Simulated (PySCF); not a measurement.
Threshold energies of GeF in a plasma

PBE0 in PySCF with def2-TZVPPD on every atom, for the lowest determinant that a PBE0 search found; no spin–orbit coupling.

```csv
species,state (unpaired electrons),Re (Å),ωe (cm⁻¹),energy of the minimum from the neutral (eV),De (eV),dissociates to
GeF,doublet (π ↑),1.757,663,0.00,5.25,Ge + F
GeF⁺,singlet (closed shell),1.677,809,7.52,5.67,Ge⁺ + F
GeF⁻,triplet (π ↑↑),1.863,497,-0.91,2.91,Ge + F⁻
```

Task: Work out the lowest energy to break GeF into atoms, from its vibrational ground state.

Result: D0 = De − ωe/2 = 5.25 − 0.04 = 5.21 eV (PBE0/def2-TZVPPD).

Task: Work out the ionisation energy of the Ge atom at this level and the threshold of dissociative ionisation.

Result: IE(Ge) = 7.52 + 5.67 − 5.25 = 7.94 eV, so Ge⁺ + F + e⁻ appears at D0 + IE(Ge) = 13.15 eV (PBE0/def2-TZVPPD). The measured IE(Ge) is 7.899 eV (NIST ASD).

Task: Work out the electron affinity of the F atom and the threshold of dissociative attachment.

Result: EA(F) = 5.25 − 2.91 − (-0.91) = 3.25 eV, so Ge + F⁻ needs D0 − EA(F) = 1.96 eV (PBE0/def2-TZVPPD). The measured EA(F) is 3.401 eV.

Task: At which energy does ion-pair formation open?

Result: Ge⁺ + F⁻ lies at D0 + IE(Ge) − EA(F) = 9.90 eV (PBE0/def2-TZVPPD).

These are thermodynamic thresholds; the onsets seen under electron impact lie higher where the geometry changes, and cross-sections peak well above them.

Spin–orbit coupling is left out. For an ion De counts to the pair picked by the measured ionisation energies or electron affinities, which need not be the lowest pair at this level. The highest Kohn–Sham level is positive in this anion. Much of that is self-interaction error, but it also means that the finite basis helps to hold the extra electron. States were picked by a PBE0 search and need not be the measured ground states.
